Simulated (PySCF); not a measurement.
A structure optimised at B3LYP-D3(BJ)/def2-TZVP, used in a PySCF frequency run:

```
Mg
S 1 2.2863
H 2 1.3464 1 92.74
I 1 2.5435 3 151.20 2 180.00
```

**Question.** Write its SMILES, formula and point group.

**Answer.** [SH][Mg][I], HIMgS, Cs

**Question.** What are its rotational constants (standard atomic weights)?

**Answer.** 286.50, 0.76241, 0.76039 GHz
